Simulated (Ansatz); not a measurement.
Saddle point of SiH3SF3, singlet (SiHF₃ ([F][SiH]([F])[F]) + H₂S → SiHSF₃ ([F][Si]([F])([F])[SH]) + H₂; bonds formed: Si1–S7, H2–H6; bonds broken: Si1–H2, H6–S7), PBE0-D4/def2-TZVP structure:

```xyz
8
angstrom
Si -0.5147 0.3170 -0.3313
H -0.8005 -0.9989 0.5949
F -1.3792 -0.3447 -1.4837
F -1.1946 1.1774 0.8200
F 0.1163 1.5341 -1.1567
H 0.3206 -1.1793 0.5190
S 1.6539 -0.6249 -0.0377
H 1.7981 0.1192 1.0755
```

Energies are electronic, without zero-point energy. Barriers and step energies count from the start structure reached by relaxing down the imaginary mode; all methods use the PBE0-D4 structures, on which another method's saddle can fall below an end. Ansatz 0.2.0; basis: def2-TZVPP, with def2-QZVPP for the basis limit; cores frozen in the correlated methods. B3LYP uses VWN-RPA correlation. Extrapolation: Hartree–Fock as exp(−7.88 √X), correlation as X^−2.97.

```
      method  barrier (kJ/mol)  step energy (kJ/mol)
       SPW92                 ?                 -24.7
      PBE-D4             172.9                 -29.6
     BLYP-D4             202.8                 -24.1
   r2SCAN-D4             188.4                 -31.3
      B97M-V             201.3                 -29.5
     PBE0-D4                 ?                 -27.0
    B3LYP-D4             218.1                 -21.6
  r2SCAN0-D4             205.0                 -28.2
    BHLYP-D4             244.8                 -17.9
CAM-B3LYP-D4             227.0                 -17.8
     wB97X-V             222.7                 -23.3
     wB97M-V             217.5                 -24.7
      B2PLYP             225.9                 -21.2
    PBE-QIDH                 ?                 -26.2
  RPA on PBE             231.4                 -17.3
          HF             310.2                  -8.1
         MP2             223.8                 -27.5
        CCSD             244.7                 -17.3
     CCSD(T)             230.4                 -21.2
```

(1) Fill in the withheld barriers. (An estimate is asked for; the value comes from the calculation.)

The T1 diagnostic stays at or below 0.013.

## Answers

(1) Computed: PBE0-D4 195.3; PBE-QIDH 214.9; SPW92 140.0 kJ/mol. Each is the energy of the saddle less that of the start structure, by the same method.

For comparison, the barrier by CCSD(T) at an estimated basis limit (MP2 extrapolated from triple and quadruple zeta, plus CCSD(T) − MP2 in triple zeta) is 224.2 kJ/mol.

Labels in which every atom is bracketed show which atoms are joined, not bond orders.

For scale, one of the runs: CCSD(T)/def2-TZVPP, 219 basis functions (an equivalent command: `ansatz run in.yaml --threads 4`). Hardware: 4 CPU threads, shared host. Wall time 82 s; peak host memory 3.4 GiB.
